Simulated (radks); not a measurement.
Question: Cr1.75+, 22.25 electrons, occupied as [Ar] 3d(up 2.25, down 2) (fractional occupations, a model configuration). All-electron calculation, non-relativistic Kohn-Sham, TPSS, spin-polarised, spherical densities, point nucleus; meta-GGA in the generalised Kohn-Sham scheme. Program: a radial shooting solver on a logarithmic mesh with Libxc functionals. Some entries of the table are withheld. Estimate them.

orbital  occ.  eigenvalue (eV)  <r^2> (bohr^2)
1s down     1        -5864.500        0.005518
1s up       1        -5864.498        0.005518
2s up       1        -677.9298          0.1032
2s down     1        -677.8385          0.1031
2p up       3        -577.4109         0.08374
2p down     3        -577.3381         0.08372
3s up       1         -90.7584          0.9496
3s down     1         -90.5005          0.9499
3p up       3              (1)           1.092
3p down     3              (2)           1.093
3d up    2.25         -19.2802             (3)
3d down     2         -19.0406             (4)

Answer: 
(1) 3p up eigenvalue (eV): -62.7633
(2) 3p down eigenvalue (eV): -62.5039
(3) 3d up <r^2> (bohr^2): 2.047
(4) 3d down <r^2> (bohr^2): 2.066
